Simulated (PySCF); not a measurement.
# Löwdin shares of the frontier orbitals

SiHMe2(OEt), C4H12OSi.
Cartesian coordinates in Å at the PBE0-D3(BJ)/def2-SVP level; atoms count from 1:
```xyz
18
C4H12OSi angstrom
Si     0.336    1.032    0.275
H      0.250    1.269    1.756
C      2.132    0.759   -0.189
H      2.739    1.642    0.068
H      2.232    0.576   -1.270
H      2.558   -0.105    0.345
C     -0.411    2.458   -0.665
H     -1.468    2.597   -0.390
H     -0.363    2.273   -1.750
H      0.126    3.396   -0.453
O     -0.588   -0.309   -0.103
C     -0.436   -1.569    0.497
C     -1.600   -2.456    0.119
H      0.514   -2.039    0.175
H     -0.380   -1.472    1.601
H     -1.500   -3.452    0.577
H     -2.546   -2.008    0.458
H     -1.653   -2.574   -0.974
```

Computed, not measured: PySCF 2.14.0, density-fitted response routines, TDDFT B3LYP/def2-SVPD, vertical, gas phase, core orbitals frozen in the response.

Frontier orbitals with the atoms that hold most of them (Löwdin shares over 4%, at most four atoms; ? is withheld):

| orbital | ε (eV) | atoms |
| --- | --- | --- |
| HOMO-3 | -8.88 | Si1 16%, C3 16%, C7 15%, O11 15% |
| HOMO-2 | -8.79 | Si1 20%, C7 15%, H2 14%, O11 9% |
| HOMO-1 | -8.15 | O11 38%, Si1 13%, C7 12%, C12 8% |
| HOMO | -7.48 | ? |
| LUMO | ? | ? |
| LUMO+1 | 0.74 | C13 12%, C7 12%, C12 11%, Si1 8% |
| LUMO+2 | 0.89 | C3 12%, O11 10%, Si1 9%, C7 8% |

(1) Give the leading atoms of the HOMO.

(2) Give the leading atoms of the LUMO.

(3) What is the LUMO energy, and the HOMO–LUMO gap?

## Answers

(1) O11 (bonded to C and Si) 48%; C12 (bonded to C, O and 2 H) 11%; C3 (bonded to Si and 3 H) 10%; Si1 (bonded to 2 C, O and H) 9%. By element: oxygen 48%, carbon 21% or more, silicon 9%.

(2) Si1 (bonded to 2 C, O and H) 18%; C3 (bonded to Si and 3 H) 14%; C7 (bonded to Si and 3 H) 8%; C12 (bonded to C, O and 2 H) 7%. By element: carbon 29% or more, silicon 18%.

(3) ε(LUMO) = 0.39 eV; the gap is 7.87 eV (0.2892 hartree).

Task: How does S1 compare with the orbital gap of 7.87 eV?

Result: S1 is at 6.99 eV (f = 0.0085), 0.88 eV below the gap, made of HOMO→LUMO (93%). Without the coupling terms of the response equations the lowest excitation would equal the gap.

Task: Give energy, strength and leading configuration of S1, S2, S4 and S6, and follow the Löwdin shares of the leading atoms from the occupied to the empty orbital.

Result: 
- S1 (6.99 eV, f 0.0085), HOMO→LUMO (93%): O11 48% → at most 8%, C12 11% → 7%, Si1 9% → 18%, C3 10% → 14%
- S2 (7.35 eV, f 0.0098), HOMO→LUMO+1 (86%): O11 48% → at most 9%, C12 11% → 11%, C13 at most 10% → 12%, C7 at most 10% → 12%
- S4 (7.72 eV, f 0.0077), HOMO-1→LUMO (90%): O11 38% → at most 8%, Si1 13% → 18%, C3 at most 8% → 14%
- S6 (8.01 eV, f 0.097), HOMO-1→LUMO+1 (82%): O11 38% → at most 9%, Si1 13% → 8%, C13 at most 8% → 12%, C7 12% → 12%

One conformer stands for the species.

Without π bonds the low states are Rydberg-like; a valence basis with one diffuse set may place them up to an eV too high.
